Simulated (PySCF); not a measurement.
Electrostatic solvation of a mixed set.

Level: PBE0/pcSseg-1 in PySCF, non-relativistic, each on one gas-phase PBE0-D3(BJ)/def2-SVP geometry that isn't relaxed in the solvent. The solvent is an IEF-PCM continuum (van der Waals radii × 1.2). Only the electrostatic response of the medium enters.

Task: Order them by E(solvent) − E(gas) in acetone (ε = 20.49), most negative first (kJ/mol).
A. `[CH2:1]=[CH:2]/[CH:3]=[CH:4]\[B:5]1[O:6][CH2:7][CH2:8][CH2:9][O:10]1` with C1–C2–C3–C4 180°, C3–C4–B5–O6 1°, C4–B5–O6–C7 180°, B5–O6–C7–C8 -28°, O6–C7–C8–C9 53°, C7–C8–C9–O10 -52°
B. `[CH:1]#[C:2][C@H:3]([CH3:4])[B:5]1[O:6][CH2:7][CH2:8][CH2:9][O:10]1` with C2–C3–B5–O6 90°, C3–B5–O6–C7 -178°, B5–O6–C7–C8 -28°, O6–C7–C8–C9 52°, C7–C8–C9–O10 -52°
C. `[CH:1]#[C:2][C@H:3]([CH2:4][CH:5]=[CH2:6])[CH2:7][B:8]([OH:9])[OH:10]` with C2–C3–C4–C5 174°, C3–C4–C5–C6 115°, C2–C3–C7–B8 -166°, C3–C7–B8–O9 -145°, C7–B8–O9–H -177°
D. `[CH:1]#[C:2][CH2:3][C@@H:4]([CH3:5])[B:6]1[O:7][CH2:8][CH2:9][O:10]1` with C2–C3–C4–C5 61°, C3–C4–B6–O7 14°
E. `[CH2:1]=[C:2]([CH3:3])/[CH:4]=[CH:5]\[C@H:6]1[CH2:7][O:8][BH:9][O:10]1` with C1–C2–C4–C5 179°, C4–C5–C6–C7 98°, C5–C6–C7–O8 131°, C6–C7–O8–B9 -10°, C7–O8–B9–O10 4°, O8–B9–O10–C6 4°

Result: C (-45.7), B (-28.4), D (-27.0), E (-23.9), A (-21.6).

```
                SMILES  charge  ΔE (kJ/mol)  polarisation term (kJ/mol)  HOMO shift (eV)  dipole gas (D)  dipole solvent (D)  atoms
  C#C[C@H](CC=C)CB(O)O       0        -45.7                       -50.8            -0.09            3.17                3.95     21
   C#C[C@H](C)B1OCCCO1       0        -28.4                       -32.3            -0.38            3.48                4.27     21
  C#CC[C@@H](C)B1OCCO1       0        -27.0                       -29.9            -0.31            2.97                3.63     21
C=C(C)/C=C\[C@H]1COBO1       0        -23.9                       -26.7            +0.14            2.62                3.19     21
      C=C/C=C\B1OCCCO1       0        -21.6                       -24.8            -0.24            2.72                3.23     21
```

The polarisation term is half the interaction of the solute with the induced surface charges.
